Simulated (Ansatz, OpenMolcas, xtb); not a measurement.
## C3H5Ga (SMILES C#[C][GaH][CH3]): the energy, rung by rung

C3H5Ga: 9 atoms, total charge 0, spin state singlet. As SMILES, `C#[C][GaH][CH3]`. Geometry: relaxed at PBE0-D4/def2-TZVP.

```xyz
9

C     1.4987    0.8168   -2.1387
C     0.9500    0.7452   -1.0628
Ga    0.0688    0.6112    0.6437
C    -1.0361   -0.9725    0.9664
H     1.9837    0.8831   -3.0861
H     0.2926    1.7831    1.6555
H    -0.4514   -1.8772    0.7821
H    -1.4352   -1.0063    1.9800
H    -1.8710   -0.9835    0.2600
```

Quantity: the energy change with the C4–H7 bond stretched from 1.093 to 2.404 Å, in eV. The values are calculated.

| level | kind | program | value (eV) | less CCSD(T)/6-31G* | CPU time (all runs) |
| --- | --- | --- | --- | --- | --- |
| GFN0-xTB | semi-empirical | xtb | 3.50 | -0.51 | under 2 s |
| BLYP/6-31G* (spherical functions) (restricted) | GGA | Ansatz | 4.34 | +0.33 | 9.3 s |
| M06-L/6-31G* (spherical functions) (restricted) | meta-GGA | OpenMolcas | 4.75 | +0.74 | 1.8 min |
| BHLYP/6-31G* (spherical functions) (restricted) | global hybrid | Ansatz | 5.20 | +1.19 | 14 s |
| HSE06/6-31G* (spherical functions) (restricted) | range-separated hybrid | Ansatz | 4.93 | +0.92 | 13 s |
| wB97X/6-31G* (spherical functions) (restricted) | range-separated hybrid | Ansatz | 5.21 | +1.20 | 41 s |
| PBE-QIDH/6-31G* (spherical functions) (restricted) | double hybrid | Ansatz | 5.13 | +1.12 | 19 s |
| RPA@PBE/6-31G* (spherical functions) (restricted) | RPA | Ansatz | 4.27 | +0.26 | 27 s |
| MP2/6-31G* (spherical functions) (restricted) | perturbation theory | Ansatz | 4.96 | +0.95 | 8.6 s |
| CCSD(T)/6-31G* (spherical functions) (restricted) | coupled cluster or CI | OpenMolcas | 4.01 | 0.00 | 2.6 min |

CCSD(T)/6-31G* (spherical functions) (restricted) is the highest level here, not the true value. At this stretch a single reference begins to fail. All-electron rows without a relativistic Hamiltonian named are non-relativistic. The first shape isn't each level's own minimum. The values span 3.50 to 5.21 eV. In the correlated wave-function rows the outer d shell of Ga is correlated, in sets not made for it. Times are those of the runs behind each value, whatever else they computed, on shared processors of several kinds: orders of magnitude only.
